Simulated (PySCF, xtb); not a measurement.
Al(H)2(SeH) (AlH3Se), SMILES [AlH2][SeH].

GFN2-xTB run with xtb 6.7.1 at its own geometry gives an orbital gap of 4.52 eV and a dipole moment of 1.37 D.

The structure is a stationary point at r2SCAN-D4/def2-TZVP.

Q: What does PySCF with M06-2X/def2-TZVPD give? (Estimate from the structure and the level; the computed values follow.)

A: gap 7.56 eV (levels -8.49 and -0.93 eV), dipole 0.89 D.
